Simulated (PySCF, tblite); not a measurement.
Isomers of C6H12F3P. Level: GFN2-xTB in tblite, geometry and Hessian alike; calculated harmonic values, unscaled, isolated species. Against measured fundamentals such values can be off by several per cent, at times by over 20. Modes of hydrogen on phosphorus can be 10 to 20 % off. One conformer each.

Electronic energies: PBE0/pcSseg-1 single points on the GFN2-xTB geometries (PySCF, gas phase).

```tsv
SMILES	electronic energy, lowest = 0 (kcal/mol)
CC(C)CPCC(F)(F)F	3.5
CCP(C(C)C)C(F)(F)F	7.1
CCP(CC)CC(F)(F)F	0.0
CC(C)(C)PCC(F)(F)F	3.8
CCCPCCC(F)(F)F	3.5
```

How do GFN2-xTB zero-point energies change the relative energies?

```csv
SMILES,ZPE (kcal/mol),of it from modes above 1550 cm⁻¹,electronic (kcal/mol),"with ZPE, lowest = 0 (kcal/mol)",lowest mode (cm⁻¹),rings
CCP(CC)CC(F)(F)F,107.5,51.4,0.0,0.0,23,0
CCCPCCC(F)(F)F,107.4,50.1,3.5,3.4,28,0
CC(C)CPCC(F)(F)F,107.2,50.3,3.5,3.2,11,0
CC(C)(C)PCC(F)(F)F,106.7,50.6,3.8,2.9,17,0
CCP(C(C)C)C(F)(F)F,107.9,51.6,7.1,7.5,53,0
```

The zero-point energies span 1.2 kcal/mol, from `CC(C)(C)PCC(F)(F)F` to `CCP(C(C)C)C(F)(F)F`. The lowest isomer stays, but the order above it changes.

And how do the electronic energies of GFN2-xTB itself compare?

`CCP(CC)CC(F)(F)F` 1.8; `CCCPCCC(F)(F)F` 2.3; `CC(C)CPCC(F)(F)F` 0.0; `CC(C)(C)PCC(F)(F)F` 0.3; `CCP(C(C)C)C(F)(F)F` 4.6 kcal/mol, lowest = 0. Against the energies above, taken from the same isomer `CCP(CC)CC(F)(F)F`, the largest difference is 5.3 kcal/mol.
